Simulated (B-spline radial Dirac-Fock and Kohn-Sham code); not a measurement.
# Dipole and non-dipole photoemission parameters of Tc 4p3/2

System: the Tc atom, [Kr] 4d5 5s2; threshold 49.30 eV (orbital energy of the model). Level of theory: Dirac-Hartree-Slater photoionisation with a Latter tail; cross sections with all multipoles, angular parameters from the dipole term and its interference with E2; a B-spline atomic structure program.

For linearly polarised light dσ/dΩ = σ/(4π) [1 + β P₂(cos θ) + (δ + γ cos²θ) sin θ cos φ], with θ from the polarisation vector and φ the angle between the beam and the projection of the electron momentum on the plane normal to the polarisation.

```tsv
hν (eV)	σ (kb)	β	γ	δ
80	506	0.428	0.394	-0.056
178	251	0.695	0.050	0.031
233	209	1.074	0.164	0.020
251	196	1.154	0.180	0.017
315	157	1.345	0.187	0.009
374	128	1.452	0.161	0.004
643	59.5	1.643	0.020	0.000
717	49.9	1.662	-0.001	0.000
800	41.6	1.677	-0.017	0.000
884	35.0	1.686	-0.025	0.000
972	29.6	1.692	-0.026	0.001
1100	23.6	1.695	-0.019	0.001
1110	23.2	1.695	-0.018	0.001
1253.6	18.5	1.694	0.001	0.002
1486.9	13.2	1.686	0.045	0.003
2000	7.13	1.655	0.171	0.006
4000	1.40	1.511	0.667	0.024
5414.7	0.636	1.419	0.939	0.041
6110	0.459	1.378	1.053	0.049
6470	0.392	1.357	1.107	0.054
7440	?	?	?	?
7700	0.241	1.292	1.273	0.070
8010	0.215	1.277	1.310	0.075
8047.8	0.212	1.275	1.315	0.075
8410	0.187	1.257	1.356	0.080
9750	0.121	1.196	1.494	0.099
10200	0.106	1.177	1.535	0.105
12100	0.0636	1.101	1.687	0.132
13000	0.0511	1.068	1.749	0.145
```

Problem. Give the values at 7440 eV.

Solution. σ = 0.265 kb, β = 1.305, γ = 1.240, δ = 0.067.

Values without a named source are computed, but for edge energies of neutral atoms, which are taken from tables.
